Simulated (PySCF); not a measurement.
C5H11Si (SMILES [CH2][Si](C)(C)C=C), doublet, geometry from GFN2-xTB; B3LYP/6-31G in PySCF.

Input for PySCF:
```python
from pyscf import gto, scf, dft

mol = gto.Mole()
mol.atom = '''
    C    -0.48130263   -0.54229435    1.93985837
    Si   -0.30974049   -0.19760081    0.13171235
    C    -0.91856830   -1.68566693   -0.89593603
    C    -1.26363719    1.38508787   -0.33835726
    C     1.53721877    0.04003556   -0.27693796
    C     2.11951587    1.19718816   -0.53965245
    H    -0.55708985    0.23937689    2.67522094
    H    -0.44268157   -1.53660897    2.34889630
    H    -0.38333621   -2.58934057   -0.62188198
    H    -0.76942544   -1.52536564   -1.95967196
    H    -1.97612059   -1.86945095   -0.73474173
    H    -2.33395811    1.24964921   -0.21838484
    H    -0.96670646    2.21750029    0.29142353
    H    -1.07994180    1.66755967   -1.37055090
    H     2.14647980   -0.85595015   -0.27363070
    H     3.17300341    1.28065482   -0.76451311
    H     1.56678460    2.12228493   -0.54998627
'''
mol.basis = '6-31g'
mol.spin = 1
mol.verbose = 4
mol.build()

mf = dft.UKS(mol)
mf.xc = 'b3lyp'
mf.DIIS = scf.EDIIS
mf.kernel()
```

### Question
Predict the main parts of the log of this PySCF run.

### Answer

```
PySCF version 2.14.0

[INPUT] verbose = 4
[INPUT] num. atoms = 17
[INPUT] num. electrons = 55
[INPUT] charge = 0
[INPUT] spin (= nelec alpha-beta = 2S) = 1
[INPUT] symmetry False subgroup None
[INPUT] Mole.unit = angstrom
[INPUT] Symbol           X                Y                Z      unit          X                Y                Z       unit  Magmom
[INPUT]  1 C     -0.481302630000  -0.542294350000   1.939858370000 AA   -0.909530153733  -1.024787800399   3.665801039745 Bohr   0.0
[INPUT]  2 Si    -0.309740490000  -0.197600810000   0.131712350000 AA   -0.585324695789  -0.373411412892   0.248900268723 Bohr   0.0
[INPUT]  3 C     -0.918568300000  -1.685666930000  -0.895936030000 AA   -1.735842513707  -3.185448834936  -1.693073721830 Bohr   0.0
[INPUT]  4 C     -1.263637190000   1.385087870000  -0.338357260000 AA   -2.387928209915   2.617436732757  -0.639402553658 Bohr   0.0
[INPUT]  5 C      1.537218770000   0.040035560000  -0.276937960000 AA    2.904922468841   0.075656243644  -0.523336897896 Bohr   0.0
[INPUT]  6 C      2.119515870000   1.197188160000  -0.539652450000 AA    4.005304510969   2.262357741972  -1.019795332951 Bohr   0.0
[INPUT]  7 H     -0.557089850000   0.239376890000   2.675220940000 AA   -1.052747243275   0.452356762650   5.055434899302 Bohr   0.0
[INPUT]  8 H     -0.442681570000  -1.536608970000   2.348896300000 AA   -0.836546927692  -2.903770113850   4.438770702004 Bohr   0.0
[INPUT]  9 H     -0.383336210000  -2.589340570000  -0.621881980000 AA   -0.724400450529  -4.893144520525  -1.175186624002 Bohr   0.0
[INPUT] 10 H     -0.769425440000  -1.525365640000  -1.959671960000 AA   -1.454003354873  -2.882523299422  -3.703243298390 Bohr   0.0
[INPUT] 11 H     -1.976120590000  -1.869450950000  -0.734741730000 AA   -3.734326704214  -3.532750298808  -1.388460641989 Bohr   0.0
[INPUT] 12 H     -2.333958110000   1.249649210000  -0.218384840000 AA   -4.410541614107   2.361494758679  -0.412687537357 Bohr   0.0
[INPUT] 13 H     -0.966706460000   2.217500290000   0.291423530000 AA   -1.826810452248   4.190468229244   0.550710657954 Bohr   0.0
[INPUT] 14 H     -1.079941800000   1.667559670000  -1.370550900000 AA   -2.040794232470   3.151231072670  -2.589965840776 Bohr   0.0
[INPUT] 15 H      2.146479800000  -0.855950150000  -0.273630700000 AA    4.056258953911  -1.617511359780  -0.517087082273 Bohr   0.0
[INPUT] 16 H      3.173003410000   1.280654820000  -0.764513110000 AA    5.996107437211   2.420086869904  -1.444720396539 Bohr   0.0
[INPUT] 17 H      1.566784600000   2.122284930000  -0.549986270000 AA    2.960793790186   4.010537275992  -1.039323422571 Bohr   0.0

nuclear repulsion = 286.415196394245
number of shells = 54
number of NR pGTOs = 200
number of NR cGTOs = 80
basis = 6-31g
ecp = {}

******** <class 'pyscf.dft.uks.UKS'> ********
method = UKS
initial guess = minao
damping factor = 0
level_shift factor = 0
DIIS = <class 'pyscf.scf.diis.EDIIS'>
diis_start_cycle = 1
diis_space = 8
diis_damp = 0
SCF conv_tol = 1e-09
SCF conv_tol_grad = None
SCF max_cycles = 50
direct_scf = True
direct_scf_tol = 1e-13
number electrons alpha = 28  beta = 27
XC library pyscf.dft.libxc version 7.1.2
    S. Lehtola, C. Steigemann, M. J. T. Oliveira, and M. A. L. Marques,  SoftwareX 7, 1–5 (2018)
XC functionals = b3lyp
    P. J. Stephens, F. J. Devlin, C. F. Chabalowski, and M. J. Frisch,  J. Phys. Chem. 98, 11623 (1994)
radial grids:
    Treutler-Ahlrichs [JCP 102, 346 (1995); DOI:10.1063/1.469408] (M4) radial grids

becke partition: Becke, JCP 88, 2547 (1988); DOI:10.1063/1.454033
pruning grids: <function nwchem_prune>
grids dens level: 3
symmetrized grids: False
atomic radii adjust function: <function treutler_atomic_radii_adjust>
small_rho_cutoff = 0
Set gradient conv threshold to 3.16228e-05
tot grids = 197664
init E= -486.729538005133

cycle= 1 E= -486.431770582621  delta_E= 0.298  |g|= 0.399  |ddm|= 2.52
cycle= 2 E= -486.414958245451  delta_E= 0.0168  |g|= 0.433  |ddm|= 0.807
cycle= 3 E= -486.519934216544  delta_E= -0.105  |g|= 0.0351  |ddm|= 0.441
cycle= 4 E= -486.519934216574  delta_E= -2.99e-11  |g|= 0.0351  |ddm|= 1.17e-09
cycle= 5 E= -486.519934216576  delta_E= -2.27e-12  |g|= 0.0351  |ddm|= 8.25e-11
cycle= 6 E= -486.519934217285  delta_E= -7.09e-10  |g|= 0.0351  |ddm|= 2.78e-08
cycle= 7 E= -486.519934216699  delta_E= 5.86e-10  |g|= 0.0351  |ddm|= 2.32e-08
cycle= 8 E= -486.51993421658  delta_E= 1.18e-10  |g|= 0.0351  |ddm|= 4.43e-09
cycle= 9 E= -486.519934216569  delta_E= 1.1e-11  |g|= 0.0351  |ddm|= 3.85e-10
cycle= 10 E= -486.511901760051  delta_E= 0.00803  |g|= 0.128  |ddm|= 0.109
cycle= 11 E= -486.51851760438  delta_E= -0.00662  |g|= 0.063  |ddm|= 0.163
cycle= 12 E= -486.519617415751  delta_E= -0.0011  |g|= 0.0439  |ddm|= 0.0725
cycle= 13 E= -486.520215163923  delta_E= -0.000598  |g|= 0.0293  |ddm|= 0.016
cycle= 14 E= -486.520215163496  delta_E= 4.27e-10  |g|= 0.0293  |ddm|= 1.5e-08
cycle= 15 E= -486.520215163422  delta_E= 7.36e-11  |g|= 0.0293  |ddm|= 4.6e-09
cycle= 16 E= -486.520215163502  delta_E= -7.96e-11  |g|= 0.0293  |ddm|= 6e-09
cycle= 17 E= -486.520215163909  delta_E= -4.07e-10  |g|= 0.0293  |ddm|= 1.56e-08
cycle= 18 E= -486.520215163568  delta_E= 3.42e-10  |g|= 0.0293  |ddm|= 1.43e-08
cycle= 19 E= -486.519705274594  delta_E= 0.00051  |g|= 0.0429  |ddm|= 0.0622
cycle= 20 E= -486.520303181519  delta_E= -0.000598  |g|= 0.0266  |ddm|= 0.05
cycle= 21 E= -486.520668446982  delta_E= -0.000365  |g|= 0.00701  |ddm|= 0.0222
cycle= 22 E= -486.520668446948  delta_E= 3.37e-11  |g|= 0.00701  |ddm|= 1.08e-07
cycle= 23 E= -486.520668447153  delta_E= -2.04e-10  |g|= 0.00701  |ddm|= 9.05e-08
cycle= 24 E= -486.520668447182  delta_E= -2.92e-11  |g|= 0.00701  |ddm|= 4.58e-09
cycle= 25 E= -486.520668446991  delta_E= 1.91e-10  |g|= 0.00701  |ddm|= 4.09e-08
cycle= 26 E= -486.520668447215  delta_E= -2.24e-10  |g|= 0.00701  |ddm|= 3.39e-08
cycle= 27 E= -486.520473349531  delta_E= 0.000195  |g|= 0.02  |ddm|= 0.0169
cycle= 28 E= -486.520594847168  delta_E= -0.000121  |g|= 0.0137  |ddm|= 0.0245
cycle= 29 E= -486.520623353119  delta_E= -2.85e-05  |g|= 0.0114  |ddm|= 0.0179
cycle= 30 E= -486.520683769586  delta_E= -6.04e-05  |g|= 0.0046  |ddm|= 0.00776
cycle= 31 E= -486.520683769541  delta_E= 4.57e-11  |g|= 0.0046  |ddm|= 2.53e-08
cycle= 32 E= -486.520683769884  delta_E= -3.43e-10  |g|= 0.0046  |ddm|= 7.18e-08
cycle= 33 E= -486.520683769852  delta_E= 3.14e-11  |g|= 0.0046  |ddm|= 2.53e-08
cycle= 34 E= -486.520683770086  delta_E= -2.34e-10  |g|= 0.0046  |ddm|= 4.33e-08
cycle= 35 E= -486.520683770001  delta_E= 8.59e-11  |g|= 0.0046  |ddm|= 1.59e-08
cycle= 36 E= -486.520605623376  delta_E= 7.81e-05  |g|= 0.0128  |ddm|= 0.0151
cycle= 37 E= -486.520677026168  delta_E= -7.14e-05  |g|= 0.00582  |ddm|= 0.0145
cycle= 38 E= -486.520680865594  delta_E= -3.84e-06  |g|= 0.00513  |ddm|= 0.00563
cycle= 39 E= -486.520685656606  delta_E= -4.79e-06  |g|= 0.00423  |ddm|= 0.00242
cycle= 40 E= -486.52068565668  delta_E= -7.44e-11  |g|= 0.00423  |ddm|= 2.82e-06
cycle= 41 E= -486.520685658945  delta_E= -2.27e-09  |g|= 0.00423  |ddm|= 3.65e-06
cycle= 42 E= -486.520685656289  delta_E= 2.66e-09  |g|= 0.00423  |ddm|= 6.45e-06
cycle= 43 E= -486.520685662739  delta_E= -6.45e-09  |g|= 0.00423  |ddm|= 9.73e-06
cycle= 44 E= -486.520685656058  delta_E= 6.68e-09  |g|= 0.00423  |ddm|= 9.72e-06
cycle= 45 E= -486.520672440484  delta_E= 1.32e-05  |g|= 0.00648  |ddm|= 0.00929
cycle= 46 E= -486.520694153738  delta_E= -2.17e-05  |g|= 0.00157  |ddm|= 0.00657
cycle= 47 E= -486.520693864915  delta_E= 2.89e-07  |g|= 0.0017  |ddm|= 0.00145
cycle= 48 E= -486.520693871504  delta_E= -6.59e-09  |g|= 0.00169  |ddm|= 7.23e-06
cycle= 49 E= -486.520693865584  delta_E= 5.92e-09  |g|= 0.00169  |ddm|= 7.01e-06
cycle= 50 E= -486.520693865013  delta_E= 5.71e-10  |g|= 0.0017  |ddm|= 5.03e-07
SCF not converged.
SCF energy = -486.520693865013 after 50 cycles  <S^2> = 0.75332867  2S+1 = 2.0033259
```

Convergence was not reached.
